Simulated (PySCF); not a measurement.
Bonds (- single, = double, # triple, : aromatic): C1-C2, C2-C3, C3=O4, C3-C5, C5:C6, C6:C7, C7:C8, C8:C9, C9:C10, C10:C5. C1 carries H11, H12, H13; C2 carries H14, H15; C6 carries H16; C7 carries H17; C8 carries H18; C9 carries H19; C10 carries H20.

Computed data (PySCF 2.14): NMR shieldings at PBE0/pcSseg-1/GIAO, GFN2-xTB geometry. Non-relativistic Hamiltonian, one conformer, one averaged value for each set of equivalent atoms, gas phase.

Referencing at the same level of theory: $^{13}$C (σ = 186.93 ppm) against TMS.

Do the $^{13}$C shifts follow the atomic charges (in e)? Tabulate both.

Results:


```tsv
atoms	hybridisation	δ (ppm)	σ para (ppm)	Hirshfeld	IAO	Mulliken	ESP-fitted
C3	sp2	203.2	-266	+0.16	+0.37	+0.31	+0.55
C5	sp2	140.4	-216	-0.02	-0.07	-0.34	-0.24
C8	sp2	139.0	-206	-0.04	-0.14	-0.06	-0.07
C6/C10	sp2	134.7	-198	-0.04	-0.13	+0.01	-0.02
C7/C9	sp2	133.8	-201	-0.05	-0.15	-0.07	-0.21
C2	sp3	35.1	-103	-0.07	-0.31	-0.33	+0.07
C1	sp3	9.9	-65	-0.12	-0.41	-0.21	-0.44
```

Correlation coefficients of δ with charge over these carbons: Hirshfeld +0.83, IAO +0.89, Mulliken +0.70, ESP-fitted +0.60; with the paramagnetic shielding -1.00. Among the 5 sp2 carbons alone: Hirshfeld +1.00, IAO +1.00, Mulliken +0.78, ESP-fitted +0.94. With so few points, grouped by hybridisation, these coefficients are fragile. Charge is one influence among several: hybridisation and low-lying excitations act through the paramagnetic term.

Shifts are as computed. Against solution values, carbons near 30 ppm lie about +3 ppm off and those near 130 ppm about +5 ppm. Of 1211 compounds with measured shifts, 218 miss one by over three times the rms of a fit or turn the order of signals round; such compounds aren't used in these exercises.
